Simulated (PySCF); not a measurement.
Steps of a relaxation of [La(H2O)3]3+

[La(H2O)3]3+ (singlet). PySCF 2.14.0, RKS B3LYP, La def2-SVP with ECP46, O def2-SVP, H def2-SVP; non-relativistic Hamiltonian with scalar-relativistic core potentials where named; density fitting; no spin-orbit coupling. Origin of the start: displaced along the imaginary mode. Columns: position (Å) and force (eV/Å). Energies are counted from the last step; some of the 31 steps are shown. Forces carry noise of the integration grid, about 0.01 to 0.03 eV/Å.

Run from Python with OMP_NUM_THREADS=2. Where DIIS fails, smearing, a level shift and second-order steps follow.
It took 120 s on 2 threads of Arm Neoverse V1, with other jobs on the host, from the converged density of the start.

```xyz
10
step 0  E = 0.255 eV
La    0.0000    0.0000    0.0000     0.00    0.00    0.00
O     2.4353    0.0000    0.0000     1.11    0.00    0.00
H     3.0521    0.2500    0.7719    -0.57   -0.35   -1.16
H     3.0521   -0.2500   -0.7719    -0.57    0.35    1.16
O    -1.2176    2.1090    0.0000    -0.55    0.96    0.00
H    -1.7426    2.5182    0.7719     0.59   -0.32   -1.16
H    -1.3096    2.7682   -0.7719    -0.01   -0.67    1.16
O    -1.2176   -2.1090    0.0000    -0.55   -0.96    0.00
H    -1.3095   -2.7682    0.7719    -0.01    0.67   -1.16
H    -1.7426   -2.5182   -0.7719     0.59    0.32    1.16
```

```xyz
10
step 10  E = 0.041 eV
La    0.0000    0.0000    0.0000     0.00    0.00    0.00
O     2.4228    0.0000    0.0000     0.07    0.00    0.00
H     3.0385    0.5457    0.5497    -0.02   -0.01   -0.05
H     3.0385   -0.5457   -0.5497    -0.02    0.01    0.05
O    -1.2114    2.0982    0.0000    -0.03    0.06    0.00
H    -1.9918    2.3586    0.5497     0.02   -0.01   -0.05
H    -1.0467    2.9042   -0.5497     0.00   -0.02    0.05
O    -1.2114   -2.0982    0.0000    -0.03   -0.06    0.00
H    -1.0467   -2.9043    0.5497     0.00    0.02   -0.05
H    -1.9918   -2.3586   -0.5497     0.02    0.01    0.05
```

```xyz
10
step 20  E = 0.004 eV
La    0.0000    0.0000    0.0000     0.00    0.00    0.00
O     2.4177    0.0000    0.0000     0.04    0.00    0.00
H     3.0335    0.7326    0.2492    -0.01   -0.02   -0.01
H     3.0335   -0.7326   -0.2492    -0.01    0.02    0.01
O    -1.2088    2.0937    0.0000    -0.02    0.04    0.00
H    -2.1512    2.2608    0.2492     0.02    0.01   -0.01
H    -0.8823    2.9934   -0.2492    -0.01   -0.01    0.01
O    -1.2088   -2.0938    0.0000    -0.02   -0.04    0.00
H    -0.8823   -2.9934    0.2492    -0.01    0.01   -0.01
H    -2.1512   -2.2609   -0.2492     0.02   -0.01    0.01
```

Problem. Where does the relaxation end?

Solution. It converges at step 30 in D3, nearly planar:
```xyz
10
step 30  E = 0
La    0.0000    0.0000    0.0000
O     2.4198    0.0000    0.0000
H     3.0362    0.7694    0.0714
H     3.0362   -0.7694   -0.0714
O    -1.2099    2.0956    0.0000
H    -2.1844    2.2447    0.0714
H    -0.8518    3.0141   -0.0714
O    -1.2099   -2.0956    0.0000
H    -0.8518   -3.0141    0.0714
H    -2.1844   -2.2447   -0.0714
```

Problem. How did the contacts change?

Solution. 
```csv
contact,start (Å),end (Å)
La1–O2 (H2O),2.435,2.420
La1–O5 (H2O),2.435,2.420
La1–O8 (H2O),2.435,2.420
```


A frequency check found unstable modes (1, the lowest at -20 cm⁻¹), so the relaxed geometry is a saddle point, or these are noise.
